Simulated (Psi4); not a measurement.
C6H10AuO2 (SMILES CC1=CC(C)=[O]->[Au]([CH3])[O]1), doublet, at a GFN2-xTB geometry (such geometries of metal compounds can be far from the true shape) (the multiplicity is a formal guess) (core potentials on Au). Base run: HF/def2-SVP run with Psi4.

Here is a job for Psi4.
```
memory 2 GB

molecule mol {
0 2
Au    0.585404    0.715674    0.304532
C     1.614475    2.270923   -0.506199
H     2.677370    2.155678   -0.326224
H     1.289546    3.208382   -0.069131
H     1.450314    2.315169   -1.574618
C    -1.622827   -1.515905   -2.910028
C    -1.088527   -1.104206   -1.549900
C    -1.487414   -1.886308   -0.472975
C    -1.140089   -1.726300    0.874325
C    -1.730918   -2.737664    1.831902
O    -0.399471   -0.843488    1.373206
O    -0.338304   -0.093234   -1.557147
H    -2.710042   -1.508684   -2.895876
H    -1.262992   -0.824175   -3.666274
H    -1.283672   -2.521769   -3.146426
H    -2.141561   -2.715004   -0.698444
H    -1.389981   -2.526509    2.841678
H    -2.817090   -2.688905    1.798532
H    -1.424807   -3.741894    1.547567
}

set {
  basis def2-svp
  reference uhf
}

energy('scf')
print_variables()
```

The base run was repeated with changes; each row names its change, and settings that it needs were set with it.

```csv
change,ΔE vs base (eV),point group used,SCF cycles
base,0.00,c1,15
molecule keys = no_reorient,0.00,c1,15
"molecule keys = symmetry c1, no_reorient, no_com",0.00,c1,15
molecule keys = symmetry c1,0.00,c1,15
jitter_ang = 0.002,0.00,c1,15
```

Open shells are given as the SCF converged; they aren't shown to be the lowest states, and a large step between rows can be another state.
